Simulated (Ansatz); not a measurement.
Two structures of Si2NH8F, singlet, reached by relaxing down either side of one saddle point (PBE0-D4/def2-TZVP). Energies are electronic, without zero-point energy. Program: Ansatz 0.2.0. Basis: def2-TZVPP and def2-QZVPP. Cores are frozen in the correlated methods. Extrapolation: Hartree–Fock as exp(−7.88 √X), correlation as X^−2.97. First:

Si1  (-1.653, -0.320, 0.772)
F2  (-1.310, -0.658, -0.762)
H3  (-2.794, -1.192, 1.128)
H4  (-1.965, 1.125, 0.802)
N5  (-0.388, -0.626, 1.857)
H6  (1.815, -0.760, -1.167)
Si7  (1.568, 0.641, -1.586)
H8  (-0.172, -1.557, 2.173)
H9  (0.404, -0.010, 1.934)
H10  (0.976, 1.399, -0.453)
H11  (2.863, 1.276, -1.946)
H12  (0.655, 0.683, -2.752)
(Å)

Second:

Si1  (-1.032, 0.528, 0.394)
F2  (0.604, -2.480, -0.333)
H3  (-2.133, -0.081, -0.399)
H4  (-1.472, 1.844, 0.931)
N5  (-0.636, -0.484, 1.723)
H6  (0.889, -1.774, -0.867)
Si7  (0.740, 0.944, -1.106)
H8  (-0.291, -1.413, 1.532)
H9  (-0.186, -0.085, 2.531)
H10  (1.905, 1.593, -0.444)
H11  (1.272, -0.346, -1.673)
H12  (0.341, 1.755, -2.288)
(Å)

(1) Which bonds change from the first to the second?

(2) Give the saddle point's structure and its height above each. (Judge from chemistry; the value comes from the calculation.)

No T1 diagnostic of these runs exceeds 0.014.

Answers

(1) SiNH₄F ([NH2][SiH2][F]) + SiH₄ → Si₂NH₇ ([NH2][SiH2][SiH3]) + HF; bonds formed: Si1–Si7, F2–H6; bonds broken: Si1–F2, H6–Si7.

(2) By the calculation: 293.4 kJ/mol above the first and 138.4 kJ/mol above the second (CCSD(T) at an estimated basis limit (MP2 extrapolated from triple and quadruple zeta, plus CCSD(T) − MP2 in triple zeta)).
```
12
angstrom
Si -0.8229 -0.1090 0.3054
F -0.0818 -1.8635 -0.2854
H -2.0480 -0.4547 -0.4437
H -0.8792 1.3863 0.4637
N -0.5369 -0.5883 1.9012
H 0.4090 -0.9012 -0.7562
Si 0.9903 0.7467 -1.3091
H -0.3082 -1.5302 2.1647
H -0.4975 0.0750 2.6543
H 1.7857 1.5543 -0.3516
H 1.9237 0.0722 -2.2586
H 0.0659 1.6122 -2.0847
```

Labels in which every atom is bracketed show which atoms are joined, not bond orders.

For scale, one of the runs: CCSD(T)/def2-TZVPP, 258 basis functions, launched by `ansatz run in.yaml --threads 4 --pin off --events-out ev --progress --plain --max-ram 9574MiB`. Time: 2.6 min of wall clock on 4 CPU threads of an Arm Neoverse V1; the host was shared. Peak host memory: 5.7 GiB.
